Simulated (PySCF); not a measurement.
**GaH5Si: core ionisation energies**

Species: GaH2(SiH3).
Cartesian coordinates in Å at the PBE0-D3(BJ)/def2-SVP level; atoms count from 1:
```
atom  x, y, z in Å
Ga1    0.685    1.199    0.015
H2     2.260    1.228    0.035
H3    -0.084    2.572   -0.046
Si4   -0.515   -0.898    0.021
H5    -1.868   -0.780    0.649
H6     0.237   -1.984    0.726
H7    -0.715   -1.337   -1.400
```

Method: delta-SCF UKS SCAN, pcX-2 on the ionised atom, pcseg-1 elsewhere, spin-free X2C (PySCF 2.14.0). Each binding energy is the total energy of the core-ionised species, with the hole localised on one atom, minus that of the ground state; both are solved self-consistently, so orbital relaxation is included.

What binding energy does each computed site have?

```
atom(s)                   environment     level  binding energy (eV)  2p1/2 (eV)  count
    Si4  silicon bonded to Ga and 3 H  Si 2p3/2               106.43      107.06      1
    Si4  silicon bonded to Ga and 3 H     Si 1s              1846.13           –      1
```

Which photon wavelength matches the Si 1s of Si4 threshold?

λ = hc/E = 12398.42 eV Å / 1846.13 eV = 6.716 Å.

The 2p values add to the ΔSCF energy of one spin-free hole a correction within the shell (spin–orbit coupling, ligand field). 2p1/2 minus 2p3/2 (ligand field included): Si 0.62 eV. No level of gallium is listed. Geometry: PBE0-D3(BJ)/def2-SVP; no solvent, vibrations or thermal averaging.

On one thread, Arm Neoverse V2, no GPU (shared host), this took 3.2 s wall.
